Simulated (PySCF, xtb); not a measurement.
BiI2, SMILES [Bi+]([I])[I] (connectivity only; charge and spin as stated), charge +1, multiplicity 1.

Harmonic wavenumbers (cm⁻¹) from GFN2-xTB run with xtb at its own minimum, in rising order: 66, 227, 232.

Task: What does PySCF with PBE-D3(BJ)/def2-SVP give at its own minimum? (Estimate from the structure and the level; the computed values follow.)

Result: 56, 187, 189. Paired by order, the mean absolute difference is 31 cm⁻¹ and the zero-point energies are 0.8 and 0.6 kcal/mol.
